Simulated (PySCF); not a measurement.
Predicted microwave data (PBE0-D3(BJ)/def2-SVP geometry optimisation, gas phase in PySCF 2.14.0) for one isomer of C2H8SeSi:

* Rotational constants: A = 5288, B = 1828, C = 1487 MHz
* Dipole components: |μa| = 1.82 D, |μb| = 0.00 D, |μc| = 0.93 D
* Inertial defect: -32.30 u·Å²
* κ: -0.82

**Question.** Which candidate fits, each taken in the one conformer that was computed?
A. `[CH3:1][CH2:2][SiH2:3][SeH:4]` with C1–C2–Si3–Se4 179°, C2–Si3–Se4–H -65°
B. `[CH3:1][SiH:2]([CH3:3])[SeH:4]` with C1–Si2–Se4–H -62°

**Answer.** B. It is C[SiH](C)[SeH], an asymmetric top. The candidates at the same level (rigid rotor, commonest isotopes):

```tsv
SMILES	A (MHz)	B (MHz)	C (MHz)	μa (D)	μb (D)	μc (D)	Δ (u·Å²)	point group	rotor
CC[SiH2][SeH]	13142	1181	1122	1.56	0.62	0.55	-15.69	–	near-prolate asymmetric top
C[SiH](C)[SeH]	5288	1828	1487	1.82	0.00	0.93	-32.30	–	asymmetric top
```

`CC[SiH2][SeH]` has A 149 % too high. No structure here is proved a minimum.
